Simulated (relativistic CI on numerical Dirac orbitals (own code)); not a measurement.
**Spin-allowed bands of a d3 ion in an octahedral site, by hand**

Problem. Take Δ = 8500 cm⁻¹ and B = 610 cm⁻¹ for a d3 ion in an octahedral site. Calculate the three spin-allowed bands.

Working.
1. The terms of highest spin are 4F (energy 0) and 4P (15B = 9150 cm⁻¹). Here the F term splits into A2 at −1.2Δ = -10200, T2 at −0.2Δ = -1700 and T1 at +0.6Δ = 5100 cm⁻¹.
2. The two T1 states mix through the element 0.4Δ: H = [[5100, 3400], [3400, 9150]], with roots ½(H₁₁ + H₂₂) ∓ ½√[(H₂₂ − H₁₁)² + 4H₁₂²] = ½(14250) ∓ ½(7915) = 3168 and 11082 cm⁻¹.
3. The ground term is 4A2 at -10200 cm⁻¹.
4. Bands: 4T2 8500 cm⁻¹ (1176 nm), 4T1(F) 13368 cm⁻¹ (748 nm), 4T1(P) 21282 cm⁻¹ (470 nm).

Check. Exact diagonalisation of the whole d3 shell with these parameters gives 4T2 8500, 4T1 13368, 4T1 21282 cm⁻¹. The match is exact, since without spin-orbit coupling no other term has this spin. The ratio of the second band to the first, 1.573, depends on Δ/B = 13.9 alone, which is how a Tanabe-Sugano diagram is read.
